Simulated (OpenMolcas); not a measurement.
# What dynamic correlation does to the levels of Co5+

| Property | Result |
| --- | --- |
| Program | OpenMolcas |
| Basis | ANO-RCC-VTZP [6s5p3d2f1g] |
| Scalar Hamiltonian | DKH2, point nucleus |
| Active space | 4 electrons in 5 orbitals (3d) |
| State averaging | 2S+1 = 5 even, 5 roots; 2S+1 = 3 even, 45 roots (35 in the spin-orbit step); 2S+1 = 1 even, 50 roots (22 in the spin-orbit step) |
| Spin-orbit coupling | RASSI with atomic mean-field integrals over the reference wave functions, term energies averaged over their components |

Methods on the same reference wave functions:
A. CASSCF
B. SS-CASPT2, IPEA 0.25 Eh, imaginary shift 0.1 Eh (closed shells correlated: 3s 3p)

Energies in cm-1 above 3d4 5D0, the measured ground level; measured values from Sugar and Corliss, J. Phys. Chem. Ref. Data 10, 1097 (1981).

```
  Level      A      B  Measured
3d4 5D0    0.0    0.0       0.0
3d4 5D1    215    218       204
3d4 5D2    630    637       589
3d4 5D3   1222   1231      1125
3d4 5D4   1969   1976      1782
3d4 3H4  30768  29610     28377
3d4 3H5  31225  30100     28806
3d4 3H6  31725  30630     29234
3d4 3P0  32758  28700     27166
3d4 3P1  33841  29780     28462
3d4 3F2  35568  32070     30555
3d4 3F3  35575  32090     30635
3d4 3F4  35797  32320     30817
3d4 3P2  36045  31960     30506
3d4 3G3  38907  35670     34026
3d4 3G4  39430  36200     34475
3d4 3G5  39793  36610     34855
```

Deviations, from unrounded energies. A percentage is the sum of absolute deviations over the sum of measured energies, with the sign that they share, or ± where signs differ.

```csv
Against measurement,Levels,A,B
mean absolute deviation (cm-1),16,3400,1100
fine structure of the ground term (%),4,+9.1,+9.8
other terms of the ground configuration (%),12,+14.5,+4.8
```

B lies closest to measurement on these levels. The largest miss of B in the table is 3d4 3G5, by +1800 cm-1. The ranking rests on the paired levels alone, and a cruder setting can come out closer through cancelling errors.

From A to B the spin-free energies of the other terms of 3d4 shown, above 5D, scale by factors of 0.88 to 0.96, as is usual when dynamic correlation screens the repulsion within a d or f shell.

The lowest spin-free term lies below A's lowest term by 0.301 hartree in B.

CASPT2 does not keep the components of a term degenerate, so their means are used; among the terms shown or strongly mixed into the levels shown the widest spread is 130 cm-1 (3d4 3F, B). Some high roots are left out of the spin-orbit mixing, which shifts the levels that they would mix with. Without dynamic correlation excited terms often stand tens of per cent too high (terms of higher spin than the ground term too low), and those without a measured partner can miss by more than the paired ones (holds for A). Some levels mix across a computed gap that differs much from the measured one, so their mixing is not that of the real levels (holds for B). Computed and measured levels are paired by configuration, term and J; levels that our copy of the source lacks, or whose pairing is in doubt (as where it misses far off the trend of its configuration), stay unpaired and out of the deviations. Levels of configurations outside the active space are missing. The table leaves out levels that lie high or whose names do not pair safely across all columns.
